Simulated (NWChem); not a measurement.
System: hydrogen bromide (HBr); SMILES Br

Parts of the log:

```
             Northwest Computational Chemistry Package (NWChem) 7.3.0
             --------------------------------------------------------

 ORDER OF PRIMARY AXIS IS BEING SET TO 4
 C4V symmetry detected

                             Geometry "geometry" -> ""
                             -------------------------

 Output coordinates in angstroms (scale by  1.889725989 to convert to a.u.)

  No.       Tag          Charge          X              Y              Z
 ---- ---------------- ---------- -------------- -------------- --------------
    1 Br                  35.0000     0.00000000     0.00000000     0.03951019
    2 H                    1.0000     0.00000000     0.00000000    -1.38285681

 Effective nuclear repulsion energy (a.u.)      13.0213958247

      Symmetry information
      --------------------

 Group name             C4v
 Group number             18
 Group order               8
 No. of unique centers     2

                                Z-matrix (autoz)
                                --------

 Units are Angstrom for bonds and degrees for angles

      Type          Name      I     J     K     L     M      Value
      ----------- --------  ----- ----- ----- ----- ----- ----------
    1 Stretch                  1     2                       1.42237

  pbe96 is a nonlocal functional; adding pw91lda local functional.

                           NWChem Geometry Optimization
                           ----------------------------

 maximum gradient threshold         (gmax) =   0.000450
 rms gradient threshold             (grms) =   0.000300
 maximum cartesian step threshold   (xmax) =   0.001800
 rms cartesian step threshold       (xrms) =   0.001200
 fixed trust radius                (trust) =   0.300000
 source of zmatrix                         =   autoz

          -------------------
          Energy Minimization
          -------------------

 Using diagonal initial Hessian
 Scaling for Hessian diagonals: bonds = 1.00  angles = 0.25  torsions = 0.10

          --------
          Step   0

                                 NWChem DFT Module
                                 -----------------

[...]

      ----------------------
      Optimization converged
      ----------------------

  Step       Energy      Delta E   Gmax     Grms     Xrms     Xmax
  ---- ---------------- -------- -------- -------- -------- --------
@    2   -2574.05317099 -4.0D-08  0.00001  0.00001  0.00016  0.00027
                                     ok       ok       ok       ok

                                Z-matrix (autoz)
                                --------

 Units are Angstrom for bonds and degrees for angles

      Type          Name      I     J     K     L     M      Value     Gradient
      ----------- --------  ----- ----- ----- ----- ----- ---------- ----------
    1 Stretch                  1     2                       1.43534   -0.00001

                         Geometry "geometry" -> "geometry"
                         ---------------------------------

 Output coordinates in angstroms (scale by  1.889725989 to convert to a.u.)

  No.       Tag          Charge          X              Y              Z
 ---- ---------------- ---------- -------------- -------------- --------------
    1 Br                  35.0000     0.00000000     0.00000000     0.04599646
    2 H                    1.0000     0.00000000     0.00000000    -1.38934308

 Effective nuclear repulsion energy (a.u.)      12.9037089822

      Symmetry information
      --------------------

 Group name             C4v
 Group number             18
 Group order               8
 No. of unique centers     2

                Final and change from initial internal coordinates
                --------------------------------------------------

                                Z-matrix (autoz)
                                --------

 Units are Angstrom for bonds and degrees for angles

[...]

 Rotational Constants
 --------------------
 A=   0.000000 cm-1  (  0.000000 K)
 B=   8.221448 cm-1  ( 11.828565 K)
 C=   8.221448 cm-1  ( 11.828565 K)

 Temperature                      =   298.15K
 frequency scaling parameter      =   1.0000

 Linear Molecule

 Zero-Point correction to Energy  =    3.699 kcal/mol  (  0.005894 au)
 Thermal correction to Energy     =    5.179 kcal/mol  (  0.008254 au)
 Thermal correction to Enthalpy   =    5.772 kcal/mol  (  0.009198 au)

 Total Entropy                    =   47.466 cal/mol-K
   - Translational                =   39.070 cal/mol-K (mol. weight =  80.9243)
   - Rotational                   =    8.396 cal/mol-K (symmetry #  =        1)
   - Vibrational                  =    0.000 cal/mol-K

 Cv (constant volume heat capacity) =    4.967 cal/mol-K
   - Translational                  =    2.979 cal/mol-K
   - Rotational                     =    1.986 cal/mol-K
   - Vibrational                    =    0.001 cal/mol-K

[normal modes left out]

 ----------------------------------------------------------------------------
 Normal Eigenvalue ||           Projected Infra Red Intensities
  Mode   [cm**-1]  || [atomic units] [(debye/angs)**2] [(KM/mol)] [arbitrary]
 ------ ---------- || -------------- ----------------- ---------- -----------
    1        0.000 ||    0.000275           0.006         0.269       0.329
    2        0.000 ||    0.000275           0.006         0.269       0.329
    3        0.000 ||    0.000000           0.000         0.000       0.000
    4        0.000 ||    0.021842           0.504        21.293      26.114
    5        0.000 ||    0.021842           0.504        21.293      26.114
    6     2588.599 ||    0.005950           0.137         5.801       7.114
 ----------------------------------------------------------------------------
```

Level: PBE/def2-SVP. This build's default masses of Se (78.918 u) and Br (79.917 u) are each other's, which moves their modes by up to 0.6 %.

### Question
Reconstruct the input file.

### Answer
Several could match; the one computed here: the input that was run:
```
start job
memory heap 200 mb stack 900 mb global 1100 mb
geometry units angstroms
  Br     0.000000     0.000000     0.049320
  H      0.000000     0.000000    -1.373047
end
basis spherical
  * library def2-svp
end
dft
  xc xpbe96 cpbe96
  iterations 150
end
driver
  maxiter 120
end
task dft optimize
task dft freq
```
